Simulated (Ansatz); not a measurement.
This geometry of ClF3Zr + H2 (7 atoms, charge 0, multiplicity 1) is a first-order saddle point.

The calculation used RKS PBE0-D4/def2-mTZVP (Ansatz).

```xyz
7
Properties=species:S:1:pos:R:3
Zr 0.068 0.342 -0.113
F 0.850 -0.017 1.991
F 1.742 -0.113 -0.864
Cl -0.934 1.758 -1.689
F -1.161 -1.080 0.094
H 0.046 1.807 1.208
H 0.530 0.981 1.931
```

Question: Which two structures does it join? (They come from a converged band through this point; their orientation in space is the band's.)

Answer: Bonds broken: H6–H7. Bonds formed: Zr1–H6, F2–H7. ClF3Zr + H2 becomes ClF3H2Zr.

Image 0:

```xyz
7
Properties=species:S:1:pos:R:3
Zr -0.177 -0.181 -0.028
F -0.361 -0.331 1.856
F 1.652 -0.069 -0.520
Cl -1.392 1.657 -0.855
F -0.885 -1.759 -0.802
H 1.270 2.328 1.131
H 1.032 2.033 1.776
```

Image 10:

```xyz
7
Properties=species:S:1:pos:R:3
Zr -0.041 0.470 -0.221
F 0.944 -0.090 1.948
F 1.697 -0.029 -0.802
Cl -1.050 1.584 -2.022
F -1.239 -0.909 0.300
H -0.032 1.920 0.966
H 0.860 0.731 2.389
```

Question: How far does it lie above each of them?

Answer: 1.75 eV above the first and 0.04 eV above the second. This is the barrier of this one path; another mechanism may lie lower. The orbitals stay closed-shell, which can raise the energy where a bond breaks towards radicals; this wasn't checked here.

The run took 4.8 min on 4 threads of Arm Neoverse V2, on a shared host, peak memory 0.29 GiB.
